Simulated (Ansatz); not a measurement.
**Worked example: SiBr4 + SnH4 → SiHBr3 + SnH3Br**

Species: SiBr4 (tetrabromosilane) `Br[Si](Br)(Br)Br`, singlet; SnH4 `[SnH4]`, singlet; SiHBr3 `Br[SiH](Br)Br`, singlet; SnH3Br `[Br][SnH3]`, singlet. The partners trade Br for H: Si–Br and Sn–H bonds give way to Si–H and Sn–Br.

Shapes, held fixed at every level: PBE0-D4/def2-TZVP. Programs: Ansatz 0.2.0. The zero-point and thermal change to 298 K, harmonic and unscaled (PBE0-D4/def2-TZVP), is +3.8 kJ/mol.

At CCSD(T)/def2-TZVPP; 1 Eh = 2625.50 kJ/mol:

| species | energy (Eh) |
| --- | --- |
| SiBr4 | -10580.076149 |
| SnH4 | -216.021096 |
| SiHBr3 | -8007.918035 |
| SnH3Br | -2788.186363 |

Task: Work out ΔH(298 K) of the reaction at this level.

Result: 
1. Products less reactants: (-8007.918035) + (-2788.186363) − [(-10580.076149) + (-216.021096)] = -0.007153 Eh = -18.8 kJ/mol.
2. With the thermal change: -18.8 + (+3.8) = -15.0 kJ/mol.

Other levels give -43.1 (HF/def2-SVP) to -15.4 kJ/mol (wB97M-V/def2-TZVPP). No measured value is set beside it here. For atoms past krypton def2 sets carry core potentials with scalar relativity. Relativity is left out for Br. Outer-core shells of Br, Sn are correlated in most correlated rows, in sets that cover them unevenly.
